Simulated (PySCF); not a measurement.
# Exercise with solution: oscillator strength and radiative lifetime

Sn(H)2(Me)2 (C2H8Sn), SMILES [CH3][SnH2][CH3].

Coordinates come from a B3LYP-D3(BJ)/def2-SVP optimisation. The def2 effective core potentials stand for the cores of Sn; spin–orbit coupling is left out.

TDDFT-PBE/def2-SVPD (PySCF 2.14.0) puts the first singlet state with f over 0.02 at 7.10 eV (vertical), with the transition dipole (0.000, -0.418, 0.000) in atomic units.

Question: Find the oscillator strength, the wavelength and the radiative lifetime that this transition would have in vacuum if emission retraced absorption.

Answer: 
|μ|² = 0.1747 au, so |μ| = 1.06 D. ΔE = 7.10/27.211 = 0.2609 hartree. f = (2/3) ΔE |μ|² = 0.030 (the program prints 0.030).
λ = 1239.84/7.10 = 175 nm; ν = 57265 cm⁻¹.
Einstein's coefficient A = 0.6670 ν² f s⁻¹ (ν in cm⁻¹) = 6.6e7 s⁻¹, so τ = 1/A = 15 ns. This state is S5; the lower singlets have f = 0.007, 0.008, 0.000, 0.003. The figure is the radiative limit of this one transition; relaxation, internal conversion, crossing to triplets and a medium change what is measured.
